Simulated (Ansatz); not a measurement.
Isolated molecules relaxed with PBE0-D4/def2-TZVP in Ansatz; ΔE leaves out vibrations. CCSD(T)/CBS is the MP2 limit (def2-TZVPP, def2-QZVPP) plus CCSD(T) − MP2 in def2-TZVPP, frozen cores. DFT in def2-TZVPP. B3LYP here is the variant with VWN-RPA as its local correlation; programs differ in this. HSE06 is defined as in plane-wave codes. One conformer a species, not always the lowest.

Reaction (substitution at a C–C bond): `CC(F)CF` + `[BH2][AlH][OH]` → `[BH2][AlH][O]C` + `FCCF`

`CC(F)CF`:

Z-matrix (Å, degrees):
```
C
C 1 1.508
H 1 1.092 2 110.7
H 1 1.090 2 109.8 3 -119.6
H 1 1.093 2 110.8 3 120.8
F 2 1.388 1 109.0 3 174.3
C 2 1.504 1 112.2 3 -65.4
H 2 1.096 1 111.2 3 57.1
F 7 1.377 2 110.8 1 171.7
H 7 1.095 2 109.9 1 52.1
H 7 1.095 2 110.0 1 -68.5
```

`[BH2][AlH][OH]`:

```xyz
7

B     1.182   -0.726   -0.651
Al   -0.229    0.328    0.531
O    -1.768    0.564   -0.157
H     1.933   -0.176   -1.408
H     1.309   -1.918   -0.602
H     0.048    0.903    1.993
H    -2.475    1.025    0.293
```

`[BH2][AlH][O]C`:

Cartesian coordinates in Å:
```
B -0.123 2.103 -0.199
Al -1.274 0.313 -0.146
O -0.519 -1.189 0.057
C 0.804 -1.602 0.217
H 0.307 2.572 -1.216
H 0.132 2.744 0.784
H -2.853 0.246 -0.286
H 0.921 -2.139 1.164
H 1.089 -2.284 -0.591
H 1.516 -0.765 0.216
```

`FCCF`:

Cartesian coordinates in Å:
```
F -1.070 -1.194 0.719
C -0.589 0.071 0.460
C 0.630 0.011 -0.409
F 0.299 -0.359 -1.694
H -1.382 0.644 -0.030
H -0.333 0.545 1.414
H 1.100 1.000 -0.444
H 1.345 -0.718 -0.016
```

```
             level  ΔE (kJ/mol)  difference from CCSD(T)/CBS
       LDA (SPW92)         81.0                         -1.8
            PBE-D4         73.9                         -8.9
         revPBE-D4         73.5                         -9.3
           BLYP-D4         67.9                        -14.9
         r2SCAN-D4         78.3                         -4.5
            B97M-V         78.2                         -4.6
           PBE0-D4         76.6                         -6.2
          B3LYP-D4         70.6                        -12.2
        r2SCANh-D4         78.9                         -3.9
        r2SCAN0-D4         79.6                         -3.2
          HSE06-D4         76.3                         -6.5
          BHLYP-D4         72.1                        -10.7
      CAM-B3LYP-D4         73.5                         -9.3
           ωB97X-V         76.1                         -6.7
            B2PLYP         75.0                         -7.8
          PBE-QIDH         81.0                         -1.8
               PBE         73.2                         -9.6
            revPBE         69.7                        -13.1
            r2SCAN         78.1                         -4.7
              PBE0         76.1                         -6.7
             B3LYP         69.5                        -13.3
           r2SCANh         78.8                         -4.0
             HSE06         75.9                         -6.9
             BHLYP         72.0                        -10.8
         CAM-B3LYP         73.1                         -9.7
           LC-ωPBE         78.6                         -4.2
RPA@PBE/def2-TZVPP         73.9                         -8.9
      MP2/def2-SVP         78.8                         -4.0
     CCSD/def2-SVP         71.7                        -11.1
  CCSD(T)/def2-SVP         72.3                        -10.5
     HF/def2-TZVPP         67.3                        -15.5
    MP2/def2-TZVPP         85.1                          2.3
SCS-MP2/def2-TZVPP         78.8                         -4.0
   CCSD/def2-TZVPP         78.7                         -4.1
CCSD(T)/def2-TZVPP         79.7                         -3.1
     HF/def2-QZVPP         66.8                        -16.0
    MP2/def2-QZVPP         86.7                          3.9
SCS-MP2/def2-QZVPP         80.5                         -2.3
     MP2/CBS(def2)         88.2                          5.4
    CCSD/CBS(def2)         81.8                         -1.0
       CCSD(T)/CBS         82.8                            0
```

Largest T1 diagnostic among the species: 0.012.

From BLYP to BHLYP (50 % exact exchange), in def2-TZVPP and without D4, ΔE moves by +6.0 kJ/mol. In def2-TZVPP, CCSD(T) changes the Hartree–Fock value by +12.4 kJ/mol (the triples alone add +1.0 kJ/mol) and MP2 by +17.8 kJ/mol.
